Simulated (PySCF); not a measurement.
Input file for PySCF: D3(BJ) and D4 dispersion corrections on Si2H6 (SMILES [SiH3][SiH3]).

```python
from pyscf import gto
from pyscf.dispersion import dftd3, dftd4

mol = gto.M(
    atom='''
    Si   -1.16612182    0.11851798   -0.01749918
    Si    1.16612182   -0.11851798    0.01749918
    H    -1.76299064   -0.81182876   -1.00642136
    H    -1.53667526    1.50594678   -0.38830062
    H    -1.73390787   -0.18252150    1.31919717
    H     1.53667526   -1.50594678    0.38830062
    H     1.76299064    0.81182876    1.00642136
    H     1.73390787    0.18252150   -1.31919717
    ''',
    basis='def2-svp',
    charge=0, spin=0, verbose=0, max_memory=1800)
d3, d4 = {}, {}
for xc in ['hf', 'pbe', 'blyp', 'revpbe', 'tpss', 'r2scan', 'b3lyp', 'pbe0', 'bhlyp', 'camb3lyp', 'b2plyp']:
    d3[xc] = float(dftd3.DFTD3Dispersion(mol, xc=xc, version='d3bj', atm=False).get_dispersion()['energy'])
    print(f'D3(BJ) {xc:10s} {d3[xc]:14.8f} Eh')
for xc in ['hf', 'pbe', 'blyp', 'revpbe', 'tpss', 'r2scan', 'b3lyp', 'pbe0', 'bhlyp', 'camb3lyp', 'b2plyp']:
    d4[xc] = float(dftd4.DFTD4Dispersion(mol, xc={'camb3lyp': 'cam-b3lyp'}.get(xc, xc), atm=True).get_dispersion()['energy'])
    print(f'D4     {xc:10s} {d4[xc]:14.8f} Eh')
```

It printed:

```
D3(BJ) hf            -0.04239197 Eh
D3(BJ) pbe           -0.00504040 Eh
D3(BJ) blyp          -0.01125464 Eh
D3(BJ) revpbe        -0.01227344 Eh
D3(BJ) tpss          -0.00650689 Eh
D3(BJ) r2scan        -0.00138386 Eh
D3(BJ) b3lyp         -0.00932178 Eh
D3(BJ) pbe0          -0.00451128 Eh
D3(BJ) bhlyp         -0.00782379 Eh
D3(BJ) camb3lyp      -0.00433050 Eh
D3(BJ) b2plyp        -0.00461844 Eh
D4     hf            -0.01642178 Eh
D4     pbe           -0.00476678 Eh
D4     blyp          -0.01043100 Eh
D4     revpbe        -0.01379317 Eh
D4     tpss          -0.00641251 Eh
D4     r2scan        -0.00111356 Eh
D4     b3lyp         -0.00774365 Eh
D4     pbe0          -0.00401959 Eh
D4     bhlyp         -0.00625658 Eh
D4     camb3lyp      -0.00410092 Eh
D4     b2plyp        -0.00330234 Eh
```

The run finished.

Cost: about 0.04 core-seconds (a rough figure).
